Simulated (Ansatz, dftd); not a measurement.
Reaction: BNH (SMILES [B]=N, doublet) → BNH- (SMILES [B-]=N) (an electron is taken up)
Each species at its own B3LYP-D3(BJ)/def2-TZVP minimum (Ansatz, a quantum-chemistry and plane-wave program).

Quantity: adiabatic electron affinity (electronic), positive where energy is released, in eV. UHF or UKS for unpaired electrons; spin-orbit terms are left out. Correlated methods leave the cores frozen. Rows without X2C or -DK are non-relativistic. CBS(X,Y): correlation extrapolated as X^-3, Hartree-Fock from the larger set. A bracket is a step between two methods taken in the basis named. The functionals are non-relativistic, so their misses hold any scalar relativity. 'core' is core correlation in cc-pwCVTZ, 'X2C' scalar relativity in cc-pVTZ-DK, both at CCSD(T). def2-TZVPD holds few diffuse functions, which lowers the functionals' binding of the extra electron. The UHF reference of HBN ([B]=N, doublet) is spin-contaminated (<S^2> up to 0.10 over the pure value in the sets run).

```
level                                                                                        program  adiabatic electron affinity (eV)  difference against the last row
------------------------------------------------------------------------------------  --------------  --------------------------------  -------------------------------
HF/aug-cc-pVTZ                                                                                Ansatz                              0.55                            -1.21
B3LYP-D4/def2-TZVPD                                                                   Ansatz + dftd4                              1.83                             0.07
CAM-B3LYP/def2-TZVPD                                                                          Ansatz                              1.80                             0.04
CCSD(T)/CBS(aug-cc-pVTZ,aug-cc-pVQZ)                                                          Ansatz                              1.77                             0.01
CCSDT(Q)/aug-cc-pVDZ                                                                          Ansatz                              1.69                            -0.07
CCSDT(Q)/aug-cc-pVTZ                                                                          Ansatz                              1.75                            -0.01
CCSD(T)/CBS(aug-cc-pVTZ,aug-cc-pVQZ) + [CCSDT(Q) - CCSD(T)]/aug-cc-pVTZ + core + X2C          Ansatz                              1.76                             0.00
```
